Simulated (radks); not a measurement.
I3+, 50 electrons, occupied as [Kr] 4d10 5s2 5p2 (the NIST ground configuration). All-electron calculation, scalar-relativistic Kohn-Sham, Slater X-alpha with alpha = 0.914, spin-polarised, spherical densities, finite nucleus; open shells are filled with parallel spins first (spin-orbit coupling, left out, can overturn this in heavy ions); Fermi nuclear charge, rms radius 4.75 fm. Program: a radial shooting solver on a logarithmic mesh with Libxc functionals.

Unscreened Slater integrals over Kohn-Sham orbitals (cm^-1). They are taken over the spin-up orbitals.

F0(5p,5p): 96875
F2(5p,5p): 52963
F0(5p,5s): 102790
G1(5p,5s): 69378
F0(5p,4d): 119850
F2(5p,4d): 35228
G1(5p,4d): 11093
G3(5p,4d): 10468
F0(5p,4p): 121830
F2(5p,4p): 30823
G0(5p,4p): 6177.0
G2(5p,4p): 7969.8
F0(5s,5s): 110410
F0(5s,4d): 134040
G2(5s,4d): 16744
F0(5s,4p): 136680
G1(5s,4p): 10148
F0(4d,4d): 220260
F2(4d,4d): 111640
F4(4d,4d): 74167
F0(4d,4p): 234540
F2(4d,4p): 119450
G1(4d,4p): 152070
G3(4d,4p): 94349
F0(4p,4p): 252070
F2(4p,4p): 132310

Derived for the open shells (J is the average intra-shell exchange parameter used in DFT+U). 5p: J = F2/5 = 10590 cm^-1.
